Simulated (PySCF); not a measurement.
# Correlation energy of F²⁺ (fluorine, charge +2)

[He] 2s2 2p3, high-spin 4S determinant. All numbers are calculated (PySCF 2.14, scalar relativity by spin-free X2C-1e, in dyall-av3z). Frozen: 1s2; 5 electrons correlated; the 14 highest virtual orbitals of each spin left out.

```tsv
level	correlation energy (mhartree)
CCSD	-118.89
(T)	-1.30
CCSD(T)	-120.19
```

Diagnostics: T1 = 0.0029, D1 = 0.0073, largest double amplitude 0.027.

Q: Is a single reference adequate?

A: Yes: T1 lies below 0.03 and no double amplitude reaches 0.07.
